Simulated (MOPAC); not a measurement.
Input file for MOPAC: PM7 on C3H9B (SMILES BC(C)C), a point of a torsion scan.

```
PM7 1SCF PRECISE CHARGE=0 THREADS=1
C3H9B

B     -0.27617346 1     1.57425287 1     0.17802030 1
C      0.01759391 1     0.04398474 1     0.43002920 1
C     -1.02037463 1    -0.91699373 1    -0.15640712 1
C      1.39448684 1    -0.23892864 1    -0.20592673 1
H     -0.85319800 1     1.91395349 1    -0.78009465 1
H      0.14633821 1     2.37875495 1     0.91366270 1
H      0.11391625 1    -0.18147588 1     1.49821180 1
H     -0.73113106 1    -1.95297993 1     0.01727362 1
H     -1.11987835 1    -0.76498785 1    -1.22881222 1
H     -1.99284996 1    -0.75291450 1     0.30276377 1
H      1.36531951 1    -0.04894400 1    -1.27685121 1
H      1.67078368 1    -1.28033763 1    -0.04962209 1
H      2.16277792 1     0.39277809 1     0.23414425 1
```

Program output:

```
*******************************************************************************
 **                                                                           **
 **                              MOPAC v23.2.5                                **
 **                                                                           **
 *******************************************************************************
 ** MOPAC's Digital Object Identifier: https://doi.org/10.5281/zenodo.6511958 **
 **                                                                           **
 ** Please cite the open-source release paper for use of this MOPAC version:  **
 ** J. E. Moussa and J. J. P. Stewart (2026)                                  **
 ** MOPAC: An open-source semiempirical molecular orbital program             **
 ** J. Open Source Softw., 11(119), 8025, https://doi.org/10.21105/joss.08025 **
 *******************************************************************************

                              PM7 CALCULATION RESULTS

 *******************************************************************************
 *  PM7        - The PM7 Hamiltonian to be used
 *
 *
 *
 *                 CHARGE ON SYSTEM = 0
 *
 *
 *
 *  PRECISE    - TIGHTER CRITERIA TO BE USED
 *  1SCF       - DO 1 SCF AND THEN STOP
 *  THREADS=1  - MULTI-THREADING NOT USED
 *  T=         - A TIME OF 172800.0 SECONDS REQUESTED
 *  DUMP=N     - RESTART FILE WRITTEN EVERY 7200.0 SECONDS REQUESTED
 *******************************************************************************
PM7 1SCF PRECISE CHARGE=0 THREADS=1
 C3H9B

   ATOM   CHEMICAL          X               Y               Z
  NUMBER   SYMBOL      (ANGSTROMS)     (ANGSTROMS)     (ANGSTROMS)

     1       B         -0.27617346  *   1.57425287  *   0.17802030  *
     2       C          0.01759391  *   0.04398474  *   0.43002920  *
     3       C         -1.02037463  *  -0.91699373  *  -0.15640712  *
     4       C          1.39448684  *  -0.23892864  *  -0.20592673  *
     5       H         -0.85319800  *   1.91395349  *  -0.78009465  *
     6       H          0.14633821  *   2.37875495  *   0.91366270  *
     7       H          0.11391625  *  -0.18147588  *   1.49821180  *
     8       H         -0.73113106  *  -1.95297993  *   0.01727362  *
     9       H         -1.11987835  *  -0.76498785  *  -1.22881222  *
    10       H         -1.99284996  *  -0.75291450  *   0.30276377  *
    11       H          1.36531951  *  -0.04894400  *  -1.27685121  *
    12       H          1.67078368  *  -1.28033763  *  -0.04962209  *
    13       H          2.16277792  *   0.39277809  *   0.23414425  *



          CARTESIAN COORDINATES

    NO.       ATOM           X           Y           Z

     1         B         -0.2762      1.5743      0.1780
     2         C          0.0176      0.0440      0.4300
     3         C         -1.0204     -0.9170     -0.1564
     4         C          1.3945     -0.2389     -0.2059
     5         H         -0.8532      1.9140     -0.7801
     6         H          0.1463      2.3788      0.9137
     7         H          0.1139     -0.1815      1.4982
     8         H         -0.7311     -1.9530      0.0173
     9         H         -1.1199     -0.7650     -1.2288
    10         H         -1.9928     -0.7529      0.3028
    11         H          1.3653     -0.0489     -1.2769
    12         H          1.6708     -1.2803     -0.0496
    13         H          2.1628      0.3928      0.2341

 General Reference for PM7:
 "Optimization of Parameters for Semiempirical Methods VI: More Modifications to the
 NDDO Approximations and Re-optimization of Parameters", J. J. P. Stewart, J. Mol. Mod., 1:32, 19 (2013)
 https://link.springer.com/article/10.1007/s00894-012-1667-x

           Empirical Formula: C3 H9 B  =    13 atoms



      MOLECULAR POINT GROUP   :   C1


      RHF CALCULATION, NO. OF DOUBLY OCCUPIED LEVELS = 12


 -------------------------------------------------------------------------------
 PM7 1SCF PRECISE CHARGE=0 THREADS=1
 C3H9B



     1SCF WAS SPECIFIED, SO BFGS WAS NOT USED
     SCF FIELD WAS ACHIEVED


                              PM7 CALCULATION
                                                       MOPAC v23.2.5 Linux




          FINAL HEAT OF FORMATION =         -4.93523 KCAL/MOL =     -20.64899 KJ/MOL


          COSMO AREA              =        114.75 SQUARE ANGSTROMS
          COSMO VOLUME            =        102.36 CUBIC ANGSTROMS

          IONIZATION POTENTIAL    =         10.648341 EV
          HOMO LUMO ENERGIES (EV) =        -10.648 -0.318
          NO. OF FILLED LEVELS    =         12
          MOLECULAR WEIGHT        =         55.9141         POINT GROUP:  C1

          MOLECULAR DIMENSIONS (Angstroms)

            Atom       Atom       Distance
            H     8    H     6     4.50970
            H    10    H    13     3.87220
            H     7    H     5     2.74497


          SCF CALCULATIONS        =          1





   ATOM   CHEMICAL          X               Y               Z
  NUMBER   SYMBOL      (ANGSTROMS)     (ANGSTROMS)     (ANGSTROMS)

     1       B         -0.27617346  *   1.57425287  *   0.17802030  *
     2       C          0.01759391  *   0.04398474  *   0.43002920  *
     3       C         -1.02037463  *  -0.91699373  *  -0.15640712  *
     4       C          1.39448684  *  -0.23892864  *  -0.20592673  *
     5       H         -0.85319800  *   1.91395349  *  -0.78009465  *
     6       H          0.14633821  *   2.37875495  *   0.91366270  *
     7       H          0.11391625  *  -0.18147588  *   1.49821180  *
     8       H         -0.73113106  *  -1.95297993  *   0.01727362  *
     9       H         -1.11987835  *  -0.76498785  *  -1.22881222  *
    10       H         -1.99284996  *  -0.75291450  *   0.30276377  *
    11       H          1.36531951  *  -0.04894400  *  -1.27685121  *
    12       H          1.67078368  *  -1.28033763  *  -0.04962209  *
    13       H          2.16277792  *   0.39277809  *   0.23414425  *

                             CARTESIAN COORDINATES

   1    B       -0.276173460     1.574252870     0.178020300
   2    C        0.017593910     0.043984740     0.430029200
   3    C       -1.020374630    -0.916993730    -0.156407120
   4    C        1.394486840    -0.238928640    -0.205926730
   5    H       -0.853198000     1.913953490    -0.780094650
   6    H        0.146338210     2.378754950     0.913662700
   7    H        0.113916250    -0.181475880     1.498211800
   8    H       -0.731131060    -1.952979930     0.017273620
   9    H       -1.119878350    -0.764987850    -1.228812220
  10    H       -1.992849960    -0.752914500     0.302763770
  11    H        1.365319510    -0.048944000    -1.276851210
  12    H        1.670783680    -1.280337630    -0.049622090
  13    H        2.162777920     0.392778090     0.234144250


           Empirical Formula: C3 H9 B  =    13 atoms



      MOLECULAR POINT GROUP   :   C1


                  EIGENVALUES
 -28.23297 -23.93143 -19.83489 -16.37371 -15.37334 -14.10542 -13.94168 -13.29488
 -12.34553 -11.95282 -11.14997 -10.64834  -0.31835   3.08019   4.01399   4.23152
   4.73121   5.79220   5.84194   5.98740   6.02337   6.44630   6.58938   6.97789
   7.18094


              NET ATOMIC CHARGES AND DIPOLE CONTRIBUTIONS

  ATOM NO.   TYPE          CHARGE      No. of ELECS.   s-Pop       p-Pop
    1          B           0.020593        2.9794     0.80029     2.17911
    2          C          -0.225994        4.2260     1.06182     3.16418
    3          C          -0.434675        4.4347     1.05093     3.38375
    4          C          -0.429245        4.4292     1.04993     3.37931
    5          H           0.041072        0.9589     0.95893
    6          H           0.037686        0.9623     0.96231
    7          H           0.136968        0.8630     0.86303
    8          H           0.140227        0.8598     0.85977
    9          H           0.143623        0.8564     0.85638
   10          H           0.137744        0.8623     0.86226
   11          H           0.143186        0.8568     0.85681
   12          H           0.148263        0.8517     0.85174
   13          H           0.140551        0.8594     0.85945
 DIPOLE           X         Y         Z       TOTAL
 POINT-CHG.     0.147     0.182    -0.092     0.252
 HYBRID         0.080    -0.472     0.016     0.479
 SUM            0.227    -0.290    -0.076     0.376


          ATOMIC ORBITAL ELECTRON POPULATIONS

     Atom    s        px        py        pz
    1  B   0.80029   0.33903   0.99320   0.84688
    2  C   1.06182   0.97697   1.08908   1.09813
    3  C   1.05093   1.11000   1.11703   1.15672
    4  C   1.04993   1.06096   1.16643   1.15192
    5  H   0.95893
    6  H   0.96231
    7  H   0.86303
    8  H   0.85977
    9  H   0.85638
   10  H   0.86226
   11  H   0.85681
   12  H   0.85174
   13  H   0.85945

 **********************
 *                    *
 * JOB ENDED NORMALLY *
 *                    *
 **********************




 == MOPAC DONE ==
```

The run finished.

Cost: about 0.05 core-seconds (a rough figure).
